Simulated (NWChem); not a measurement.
Molecule: CHFO3Si; SMILES O1C(O[SiH]1F)=O

```xyz
7

O     -0.3554    -2.3812     0.0000
C     -0.0885    -1.2229     0.0000
O      0.1121    -0.3823     1.1018
Si     0.4241     0.8881     0.0000
F     -0.6807     2.0636     0.0000
O      0.1121    -0.3823    -1.1018
H      1.7700     1.4990     0.0000
```
Atoms are numbered in this order, from 1.

Computed with NWChem. Pople sets run with spherical d functions. Medium grid unless said otherwise, to which SCAN and Minnesota functionals are sensitive. The geometry was optimised at PBE-D3(BJ)/def2-SVP. Hybrids' shares of exact exchange are those that their runs print; pure functionals count as 0. The functionals differ in more than this share.

```
row                                 share of exact exchange  orbital gap (eV)
----------------------------------  -----------------------  ----------------
PBE/6-31G*                                             0.00              6.25
LDA (Slater exchange, PW92)/6-31G*                     0.00              6.22
B3LYP/6-31G*                                           0.20              8.30
M06/6-31G*                                             0.27              8.90
BHandHLYP/6-31G*                                       0.50          withheld
```

### Question
Fit a straight line of the last column on the one before it, predict the withheld value, and compare with the run.

### Answer

1. Means of the 4 shown rows: x = 0.118, y = 7.418. Slope Σ(x − x̄)(y − ȳ)/Σ(x − x̄)² = 0.5768/0.05768 = 10.00; intercept 6.243.
2. The shown rows scatter about the line by 0.038 (root mean square); the largest residual is +0.06, at B3LYP/6-31G*.
3. At x = 0.50 (BHandHLYP/6-31G*; beyond the shown range) the line gives 11.24.
4. The run gives 11.40, +0.16 from the line, 4.2 times the scatter.
